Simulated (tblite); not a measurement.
Input of a run (GFN2-xTB geometry optimisation, gas phase (tblite 0.8.0)), started from a force field or distance geometry:
```
{"job": {"kind": "relax", "xc": "GFN2-xTB", "basis": "xTB"}, "charge": 0, "multiplicity": 1}
C     -2.469700    -1.101100    -1.620400
C     -2.052800     0.227800    -1.066600
O     -2.749000     0.929800    -0.354700
P     -0.350800     0.834900    -1.450400
C     -0.430000     2.513200    -0.714600
C      0.625300    -0.011500    -0.161900
C      1.929000    -0.292200    -0.313500
C      2.492400    -0.979800     0.895500
C      1.408100    -0.759600     1.944500
C      0.112500    -0.468200     1.173900
H     -1.825400    -1.896200    -1.259800
H     -3.503700    -1.318600    -1.292600
H     -2.465500    -1.061400    -2.701900
H     -0.737700     2.510200     0.323700
H      0.550900     3.001800    -0.774000
H     -1.133900     3.137500    -1.273700
H      2.522800    -0.077100    -1.185500
H      3.437700    -0.554400     1.205700
H      2.631500    -2.046500     0.690700
H      1.670500     0.113800     2.567900
H      1.292400    -1.605600     2.622100
H     -0.479400     0.297500     1.683300
H     -0.479900    -1.367400     1.072100
```

Output (eV, eV/Å):
```
step      E/eV     max force
  0    -824.63840    1.424
  1    -824.69214    1.275
  2    -824.71754    0.446
  3    -824.72846    0.241
  4    -824.73438    0.202
  5    -824.73778    0.203
  6    -824.74329    0.200
  7    -824.74769    0.198
  8    -824.75125    0.171
  9    -824.75457    0.141
 10    -824.75711    0.124
 11    -824.75902    0.105
 12    -824.76072    0.091
 13    -824.76244    0.107
 14    -824.76395    0.112
 15    -824.76505    0.089
 16    -824.76587    0.066
 17    -824.76664    0.065
 18    -824.76739    0.077
 19    -824.76810    0.072
 20    -824.76887    0.068
 21    -824.76988    0.087
 22    -824.77119    0.099
 23    -824.77258    0.102
 24    -824.77371    0.076
 25    -824.77453    0.064
 26    -824.77535    0.085
 27    -824.77633    0.091
 28    -824.77734    0.082
 29    -824.77822    0.074
 30    -824.77904    0.073
 31    -824.77992    0.077
 32    -824.78088    0.070
 33    -824.78179    0.053
 34    -824.78247    0.047
 35    -824.78293    0.042
 36    -824.78327    0.045
 37    -824.78363    0.040
 38    -824.78404    0.051
 39    -824.78452    0.055
 40    -824.78506    0.062
 41    -824.78566    0.057
 42    -824.78634    0.061
 43    -824.78712    0.077
 44    -824.78794    0.070
 45    -824.78873    0.066
 46    -824.78946    0.054
 47    -824.79019    0.051
 48    -824.79089    0.057
 49    -824.79149    0.046
 50    -824.79198    0.047
 51    -824.79242    0.041
 52    -824.79284    0.049
 53    -824.79325    0.059
 54    -824.79360    0.080
 55    -824.79402    0.052
 56    -824.79449    0.038
 57    -824.79526    0.043
 58    -824.79564    0.047
 59    -824.79621    0.043
 60    -824.79662    0.041
 61    -824.79712    0.043
 62    -824.79760    0.051
 63    -824.79816    0.052
 64    -824.79881    0.059
 65    -824.79957    0.066
 66    -824.80022    0.072
 67    -824.80072    0.060
 68    -824.80116    0.047
 69    -824.80168    0.058
 70    -824.80206    0.049
 71    -824.80253    0.036
 72    -824.80277    0.028
 73    -824.80293    0.023
 74    -824.80305    0.020
 75    -824.80313    0.023
 76    -824.80320    0.021
 77    -824.80325    0.019
 78    -824.80331    0.015
 79    -824.80335    0.015
 80    -824.80341    0.015
 81    -824.80345    0.017
 82    -824.80351    0.018
 83    -824.80358    0.020
 84    -824.80367    0.024
 85    -824.80376    0.020
 86    -824.80388    0.025
 87    -824.80404    0.031
 88    -824.80427    0.036
 89    -824.80458    0.040
 90    -824.80492    0.038
 91    -824.80520    0.035
 92    -824.80544    0.043
 93    -824.80563    0.034
 94    -824.80588    0.023
 95    -824.80606    0.027
 96    -824.80630    0.025
 97    -824.80645    0.025
 98    -824.80656    0.023
 99    -824.80665    0.021
100    -824.80674    0.019
101    -824.80681    0.015
102    -824.80687    0.018
103    -824.80693    0.022
104    -824.80702    0.023
105    -824.80713    0.020
106    -824.80728    0.024
107    -824.80744    0.024
108    -824.80758    0.025
109    -824.80773    0.027
110    -824.80794    0.029
111    -824.80817    0.030
112    -824.80835    0.034
113    -824.80848    0.025
114    -824.80858    0.021
115    -824.80870    0.022
116    -824.80882    0.018
117    -824.80890    0.017
118    -824.80895    0.018
119    -824.80899    0.016
120    -824.80906    0.017
121    -824.80916    0.019
122    -824.80928    0.026
123    -824.80948    0.034
124    -824.80978    0.039
125    -824.81019    0.052
126    -824.81071    0.058
127    -824.81133    0.053
128    -824.81192    0.092
129    -824.81133    0.138
130    -824.81312    0.077
131    -824.81375    0.068
132    -824.81518    0.100
133    -824.81575    0.071
134    -824.81668    0.062
135    -824.81772    0.085
136    -824.81774    0.142
137    -824.81833    0.049
138    -824.81857    0.047
139    -824.81877    0.030
140    -824.81889    0.034
141    -824.81902    0.037
142    -824.81924    0.029
143    -824.81947    0.025
144    -824.81967    0.021
145    -824.81979    0.016
146    -824.81986    0.018
147    -824.81991    0.017
148    -824.81995    0.015
149    -824.81999    0.012
150    -824.82002    0.013
151    -824.82004    0.012
152    -824.82006    0.010
153    -824.82008    0.010
```

Task: Summarise the run.

Result: The energy falls by 17.5 kJ/mol over 153 L-BFGS steps, the largest force on an atom goes from 1.42 to 0.010 eV/Å, and the atoms move by 0.527 Å rms after alignment. The bond that changes most is C2–P4 (carbonyl carbon to phosphine phosphorus), which lengthens by 0.022 Å. Bonds longer at the end by more than 0.005 Å: 8 of 23; shorter: 6. Among the angles that change most is C2–P4–C6, from 101.2° to 94.6°. Among the dihedrals that turn most is C2–P4–C5–H14, from 54° to 21°. The energy rose by more than 1e-5 eV at step 129. The first step brought 30 % of the lowering.

Task: What are the final bond lengths?

Result: C1–C2 1.501 Å, C2=O3 1.204 Å, C2–P4 1.870 Å, P4–C5 1.848 Å, P4–C6 1.823 Å, C6=C7 1.329 Å, C7–C8 1.496 Å, C8–C9 1.540 Å, C9–C10 1.538 Å, C6–C10 1.508 Å, C1–H11 1.088 Å, C1–H12 1.088 Å, C1–H13 1.090 Å, C5–H14 1.089 Å, C5–H15 1.088 Å, C5–H16 1.089 Å, C7–H17 1.076 Å, C8–H18 1.091 Å, C8–H19 1.094 Å, C9–H20 1.090 Å, C9–H21 1.089 Å, C10–H22 1.090 Å, C10–H23 1.094 Å. Numbering counts from 1 in the input's order; the species is `CC(=O)P(C)C1=CCCC1`.

Its GFN2-xTB frequencies are all real (lowest 28 cm⁻¹). The numbers are those of one conformer.

These are computed values.
